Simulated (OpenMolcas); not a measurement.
neutral tantalum.

```json
{
  "Program": "OpenMolcas 26.06",
  "Method": "RASSCF",
  "Basis": "ANO-RCC-VDZP [7s6p4d2f1g]",
  "Scalar Hamiltonian": "DKH2, point nucleus",
  "Active space": "5 electrons in 9 orbitals (RAS2 5d 6s; RAS3 6p, at most 2 electrons)",
  "State averaging": "2S+1 = 4 even, 50 roots; 2S+1 = 6 even, 6 roots kept (CI in the orbitals of an earlier block, 5 in the spin-orbit step); 2S+1 = 2 even, 84 roots kept (CI in the orbitals of an earlier block, 77 in the spin-orbit step); 2S+1 = 4 odd, 60 roots (29 in the spin-orbit step); 2S+1 = 6 odd, 30 roots kept (CI in the orbitals of an earlier block, 29 in the spin-orbit step); 2S+1 = 2 odd, 48 roots kept (CI in the orbitals of an earlier block, 25 in the spin-orbit step)",
  "Spin-orbit coupling": "state interaction with AMFI integrals over the reference wave functions, term energies averaged over their components"
}
```

Levels without dynamic correlation, in cm⁻¹ above 5d³ 6s² ⁴F_3/2:

```json
{"Level": "5d³ 6s² ²G_7/2", "E": "11034"}
{"Level": "5d³ 6s² ⁴P_1/2", "E": "6734"}
{"Level": "5d³ 6s² ²P_1/2", "E": "13469"}
{"Level": "5d³ 6s² ²D_5/2(1)", "E": "14485"}
```

On this reference, MS-RASPT2, IPEA 0.25 Eh, imaginary shift 0.1 Eh (closed shells correlated: 5s 5p) puts 5d³ 6s² ²G_7/2 at 11010 cm⁻¹.

Question: Estimate the other levels at that method by one scale factor, and say how well it serves.

Answer: The factor is 11010 / 11034 = 0.998. Scaled values beside those that MS-RASPT2 gives and measured ones (NIST Handbook of Basic Atomic Spectroscopic Data):
| Level | Scaled | MS-RASPT2 | Miss (%) | Measured |
| --- | --- | --- | --- | --- |
| 5d³ 6s² ⁴P_1/2 | 6721 | 6200 | +8.4 | 6049 |
| 5d³ 6s² ²P_1/2 | 13442 | 12130 | +10.8 |  |
| 5d³ 6s² ²D_5/2(1) | 14456 | 13780 | +4.9 |  |
For these levels the scaled values miss MS-RASPT2 by up to 10.8 %, as correlation changes each term by its own factor, spin-orbit parts do not scale and CASPT2 has its own spread within terms. This holds within one configuration; levels of others move differently, and the target method has errors of its own against measurement.

CASPT2 breaks the degeneracy within a term, and the mean is taken; among the terms shown or strongly mixed into the levels shown the widest spread is 490 cm-1 (5d³ 6s² ⁴F, MS-RASPT2). Some high roots are left out of the spin-orbit mixing, which shifts the levels that they would mix with. Terms from blocks run as CI alone lack orbitals of their own. Configurations are named by rounded mean occupations; where the s occupation lies near a half they are strongly mixed, a name can repeat and a true partner stay unpaired. Without dynamic correlation excited terms often stand tens of per cent too high (terms of higher spin than the ground term too low), and those without a measured partner can miss by more than the paired ones (holds for RASSCF). Blocks of more than 70 roots (2S+1 = 2 even) ran without multistate coupling (holds for MS-RASPT2). Computed and measured levels are paired by configuration, term and J; levels that our copy of the source lacks, or whose pairing is in doubt (as where it misses far off the trend of its configuration), stay unpaired and out of the deviations. Only configurations of the active space appear.

A number in round brackets counts repeated terms of one configuration in the order of the reference energies.
